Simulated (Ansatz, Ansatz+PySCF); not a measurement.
| atom | x (Å) | y (Å) | z (Å) |
| --- | --- | --- | --- |
| C | 0.0000 | 0.0000 | -0.1059 |
| H | 0.0000 | 1.0040 | 0.3178 |
| H | 0.0000 | -1.0040 | 0.3178 |
| C | 10.0000 | 0.0000 | -0.1059 |
| H | 10.0000 | 1.0040 | 0.3178 |
| H | 10.0000 | -1.0040 | 0.3178 |

Basis set: STO-3G (spherical functions). Correlated methods keep 2 orbitals frozen. Charge 0, multiplicity 1.

Computed with Ansatz (development build ahead of 0.2.0); each method stands on the lowest determinant of its kind that the runs found. Restricted open shells among the atoms or ions are ROHF, correlated in semicanonical orbitals with singles.

The atomization energy at this shape (free ground-state atoms in the same class of orbitals less the molecule, no zero-point energy) of singlet C2H4 in separate pieces:

```json
{"method": "UHF-CCSDT(Q)", "atomization energy": "17.47 eV"}
{"method": "UHF-CCSD(T)", "atomization energy": "17.46 eV"}
{"method": "UHF-MP2", "atomization energy": "17.25 eV"}
{"method": "UHF", "atomization energy": "16.49 eV"}
{"method": "RHF-CCSDT(Q)", "atomization energy": "13.34 eV"}
{"method": "RHF-CCSD(T)", "atomization energy": "13.32 eV"}
{"method": "RHF-MP2", "atomization energy": "12.47 eV"}
```

What does RHF give?

11.26 eV. Caution for UHF-CCSDT(Q), UHF-CCSD(T), UHF-MP2, RHF-CCSDT(Q), RHF-CCSD(T), RHF-MP2: bonds are stretched, where a single reference can fail. Caution for UHF-CCSDT(Q), UHF-CCSD(T), UHF-MP2, UHF: the determinant breaks the point group; the unrestricted determinant is a mixture of spin states. Caution for RHF-CCSDT(Q), RHF-CCSD(T), RHF-MP2, RHF: an unrestricted determinant lies well below. Caution for RHF-CCSD(T), RHF-MP2: the program doubts this total. Caution for RHF-CCSD(T): the program finds a lower state of this spin.

This basis has no polarisation functions and is too small for such energies, which can lie far from measured ones in either direction.
